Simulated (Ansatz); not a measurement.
Nb₂O₂⁻. Total charge -1; doublet. Geometry r2SCAN-D4/def2-TZVPD; atoms count from 1.

```xyz
4

Nb    1.250    1.566    1.333
Nb    0.288    0.488   -0.266
O    -0.718   -1.113    0.191
O    -0.819   -0.942   -1.259
```

In the def2 sets Nb takes a core potential; there is no spin–orbit coupling. The structure holds 1 bond(s) between oxygen atoms. The charge -1 doublet is spin-contaminated (final ⟨S²⟩ up to 1.71, 0.75 for a pure state). No other spin state of charge -1 was run. The geometry of the doublet was relaxed on an unsound state (⟨S²⟩ 1.79, where a pure state has 0.75). Another isomer (quartet) lies 4.94 eV lower at PBE0-D4/def2-TZVPD; other spin states weren't run for this one.

Estimate the Mulliken populations from the PBE0/def2-TZVPD orbitals of Ansatz.


```csv
atom,charge (e),spin (α − β),d electrons
Nb1,-0.07,1.95,3.91
Nb2,0.10,-1.11,3.59
O3,-0.47,0.04,–
O4,-0.56,0.12,–
```
Mulliken values and Mayer orders depend strongly on the basis. With diffuse functions, as here, like atoms can get unlike values, and bond orders can come out too low or too high.

Where does the spin sit?

Summed by element: Nb 0.84, O 0.16, of 1 unpaired in all. Largest on single atoms: Nb1 1.95, Nb2 -1.11, O4 0.12.

And the Mayer bond orders between bonded heavy atoms (over 0.3)?

Nb1–Nb2 3.50 (2.16 Å); Nb2–O3 0.83 (1.95 Å); Nb2–O4 0.50 (2.06 Å); O3–O4 0.67 (1.46 Å).
